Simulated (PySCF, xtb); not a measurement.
C₃H₇BFN, SMILES C/C=C/B(N)F.

GFN2-xTB (xtb) at its own geometry gives an orbital gap of 4.41 eV and a dipole moment of 3.00 D.

Coordinates come from a ωB97X-D3(BJ)/def2-SVP optimisation. A frequency run showed that this geometry is not a minimum. The structure was generated by enumeration; whether it is a known compound was not checked. The values are those of a single conformer.

Q: What does B3LYP/def2-TZVP run with PySCF give? (The exact figures need the calculation; the answer reports its results.)

A: gap 6.30 eV (levels -7.08 and -0.78 eV), dipole 2.59 D.
